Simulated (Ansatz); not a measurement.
A structure drawn as `CC(=O)C=C(C)C`, with this starting geometry:

Cartesian coordinates in Å:
```
C -2.1522 -1.0736 1.4439
C -0.7232 -0.6452 1.1795
O 0.1507 -0.7901 2.0109
C -0.5181 -0.0563 -0.1412
C 0.6562 0.3983 -0.6131
C 1.9110 0.3472 0.1877
C 0.7241 0.9808 -1.9930
H -2.4623 -1.8013 0.6969
H -2.8114 -0.2107 1.3739
H -2.2330 -1.5123 2.4346
H -1.3965 0.0071 -0.7693
H 2.7556 0.7570 -0.3598
H 1.7818 0.8956 1.1200
H 2.1289 -0.6804 0.4762
H 0.0501 1.8326 -2.0767
H 0.4083 0.2435 -2.7301
H 1.7299 1.3080 -2.2404
```

Charge 0, multiplicity 1.

Does it keep its bonds when Ansatz relaxes it at PBE-D4/def2-SVP and then PBE0-D4/def2-TZVP?

Yes, every drawn bond is still there and no new one forms.

Give the relaxed structure. (Best estimate.)

The calculation gave: 
Z-matrix (Å, degrees):
```
C
C 1 1.509
H 1 1.088 2 109.9
H 1 1.094 2 110.2 3 -121.3
H 1 1.094 2 110.1 3 121.1
O 2 1.214 1 120.6 3 -0.4
C 2 1.476 1 114.5 3 179.7
C 7 1.343 2 127.9 1 -178.3
H 7 1.087 2 114.7 1 1.4
C 8 1.491 7 125.1 2 -0.2
C 8 1.494 7 119.9 2 179.8
H 10 1.095 8 109.6 7 125.3
H 10 1.096 8 109.4 7 -118.8
H 10 1.085 8 112.4 7 2.8
H 11 1.095 8 110.3 7 122.2
H 11 1.090 8 112.4 7 0.8
H 11 1.095 8 110.3 7 -120.6
```
No frequency check was run.

Atoms count as bonded under 1.1 times the sum of their covalent radii (H–H under 0.85 Å, pairs among N, O and F under 1.55 Å), and a drawn bond as lost past 1.3 times.
